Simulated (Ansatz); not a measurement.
`C=C[SiH](Cl)Cl`, charge 0, multiplicity 1.

Give a relaxed structure at PBE0-D4/def2-TZVP (Ansatz). (Best estimate.)

The calculation gave: 
Cartesian coordinates in Å:
```
C -0.2531 -0.7811 -1.3619
C 0.1917 0.2708 -0.6801
Si 0.0538 0.3283 1.1532
Cl 1.9074 0.5058 2.0036
Cl -1.0635 1.9420 1.7350
H -0.7085 -1.6340 -0.8658
H -0.1838 -0.8398 -2.4442
H 0.6416 1.1052 -1.2132
H -0.5856 -0.8973 1.6734
```
Point group Cs.
This is one stationary point; other conformers may exist.
